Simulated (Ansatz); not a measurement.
Species: sum formula SiCl$_{2}$F$_{2}$, charge 0, multiplicity 1. SMILES: F[Si](F)(Cl)Cl
Geometry: optimised at B3LYP-D3(BJ)/def2-TZVP (Ansatz, a quantum-chemistry and plane-wave program).

Computed values are from Ansatz. Correlated levels leave the core frozen unless marked. UHF or UKS for open shells. Spin-orbit coupling is left out. Non-relativistic. CBS marks a two-point X^-3 extrapolation of the correlation energy; Hartree-Fock from the larger set (for Q and 5 zeta extrapolated as (X+1)exp(-9√X)).

What is the total energy at CCSD(T)/CBS(cc-pV(Q+d)Z,cc-pV(5+d)Z)?

-1408.4621 Eh.

What is the atomisation energy De at CCSD(T)/CBS(cc-pV(Q+d)Z,cc-pV(5+d)Z)?

2021.7 kJ/mol.

What is the T1 diagnostic at CCSD/cc-pV(5+d)Z?

0.010.

What is the dipole moment at CCSD(T)/aug-cc-pV(D+d)Z?

0.70 D.
